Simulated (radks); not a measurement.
The numbers below are computed, except where a source is named.
Problem. Ta15+, 58 electrons, occupied as [Kr] 4d10 4f11 5s1 (the NIST ground configuration). Level of theory: Dirac Kohn-Sham, relativistic LDA (MacDonald-Vosko exchange, VWN5 correlation), spin-unpolarised, spherical densities, finite nucleus; open shells fill j = l - 1/2 first; Fermi nuclear charge, rms radius 5.3507 fm (a radial shooting solver on a logarithmic mesh with Libxc functionals). Some entries of the table are withheld. Estimate them.

| orbital | occ. | eigenvalue (hartree) | r(max) (bohr) |
|---|---|---|---|
| 1s1/2 | 2 | -2466.794 | 0.01174 |
| 2s1/2 | 2 | -434.1318 | 0.06733 |
| 2p1/2 | 2 | -415.9201 | 0.05009 |
| 2p3/2 | 4 | -369.8178 | 0.05680 |
| 3s1/2 | 2 | -108.7508 | 0.1896 |
| 3p1/2 | 2 | -100.5660 | 0.1774 |
| 3p3/2 | 4 | -90.62429 | 0.1913 |
| 3d3/2 | 4 | -76.67381 | 0.1497 |
| 3d5/2 | 6 | -74.49509 | 0.1536 |
| 4s1/2 | 2 | (1) | 0.4290 |
| 4p1/2 | 2 | -28.02571 | (2) |
| 4p3/2 | 4 | -25.66805 | (3) |
| 4d3/2 | 4 | -20.01499 | (4) |
| 4d5/2 | 6 | -19.56796 | (5) |
| 5s1/2 | 1 | -12.71616 | 0.9137 |
| 4f5/2 | 6 | -12.39388 | (6) |
| 4f7/2 | 5 | -12.30350 | (7) |

Solution. 
(1) 4s1/2 eigenvalue (hartree): -31.42972
(2) 4p1/2 r(max) (bohr): 0.4284
(3) 4p3/2 r(max) (bohr): 0.4571
(4) 4d3/2 r(max) (bohr): 0.4524
(5) 4d5/2 r(max) (bohr): 0.4614
(6) 4f5/2 r(max) (bohr): 0.4215
(7) 4f7/2 r(max) (bohr): 0.4257
